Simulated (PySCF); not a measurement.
An equivalent PySCF input for Ne²⁺ (neon, charge +2), [He] 2s2 2p4, high-spin 3P determinant, with scalar relativity by spin-free X2C-1e:

```python
from pyscf import gto, scf, dft, mp, cc
import basis_set_exchange as bse
mol = gto.M(atom="Ne 0 0 0", charge=2, spin=2, symmetry="D2h",
            basis=gto.basis.parse(bse.get_basis("aug-cc-pVDZ-DK", elements=["Ne"], fmt="nwchem", header=False)),
            nucmod="G")
mf = dft.UKS(mol, xc="MN15").sfx2c1e()
mf.irrep_nelec = {'Ag': (2, 2), 'B1u': (1, 0), 'B2u': (1, 1), 'B3u': (1, 0)}
mf.kernel()
```

It reaches the same state as the run whose output follows, with an energy that differs only through the grid. The run itself started from symmetry-adapted Hartree-Fock orbitals and held the occupation by maximum overlap, on a logarithmic radial grid, so the iterations belong to that start.

```
SCF conv_tol = 1e-09
number electrons alpha = 5  beta = 3
XC functionals = MN15
    H. S. Yu, X. He, S. L. Li, and D. G. Truhlar.,  Chem. Sci. 7, 5032-5051 (2016)
    H. S. Yu, X. He, S. L. Li, and D. G. Truhlar.,  Chem. Sci. 7, 5032-5051 (2016)
cycle= 1 E= -126.698680469172  delta_E= -0.00624  |g|= 0.0131  |ddm|= 0.276
cycle= 2 E= -126.698733624491  delta_E= -5.32e-05  |g|= 0.0039  |ddm|= 0.0245
cycle= 3 E= -126.698737368651  delta_E= -3.74e-06  |g|= 0.000571  |ddm|= 0.00656
cycle= 4 E= -126.698737465271  delta_E= -9.66e-08  |g|= 2.22e-05  |ddm|= 0.000856
cycle= 5 E= -126.698737465587  delta_E= -3.16e-10  |g|= 3.96e-06  |ddm|= 3.68e-05
converged SCF energy = -126.698737465587  <S^2> = 2.0004069  2S+1 = 3.0002712
```
